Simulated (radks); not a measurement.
The numbers below are computed, except where a source is named.
Valence configurations of Pb. Level of theory: scalar-relativistic Kohn-Sham, PBE, spin-polarised, spherical densities, point nucleus; open shells are filled with parallel spins first (spin-orbit coupling, left out, can overturn this in heavy ions) (a radial shooting solver on a logarithmic mesh with Libxc functionals). Energies are relative to [Hg] 6p2; eigenvalues in eV for spin up.

valence                     E (eV)  moment (Bohr magnetons)    e(4f)    e(5d)   e(6p)    e(6s)
[Hg] 6p2                     0.000                        2  -132.75  -21.121  -3.938  -12.391
[Xe] 4f13 5d10 6s2 6p3      137.36                        4  -152.55  -27.135  -5.172  -14.723
[Xe] 4f13 5d9 6s2 6p4       162.06                        4  -158.88  -32.001  -6.082  -16.677
[Xe] 4f13 5d9.5 6s2 6p3.5   149.36                        4  -155.72  -29.588  -5.643  -15.724
[Xe] 4f14 5d10 6s1.5 6p2.5   3.620                        3  -133.54  -21.940  -4.433  -13.120
[Xe] 4f13.5 5d9.5 6s2 6p3   76.463                        4  -145.53  -26.426  -5.166  -14.678
[Xe] 4f12 5d9 6s2 6p5       323.59                        4  -179.74  -38.393  -6.898  -18.579
[Xe] 4f14 5d10 6p4          17.840                        2  -136.33  -24.447  -5.341        -
[Xe] 4f14 5d9.5 6s2 6p2.5    8.810                        3  -135.67  -23.433  -4.562  -13.534
[Xe] 4f14 5d9 6s2 6p3       18.248                        4  -138.58  -25.717  -5.159  -14.631

NIST lists [Hg] 6p2 as the ground configuration; this level of theory agrees among the configurations tried. The energies are those of spherical high-spin densities, not of single terms.
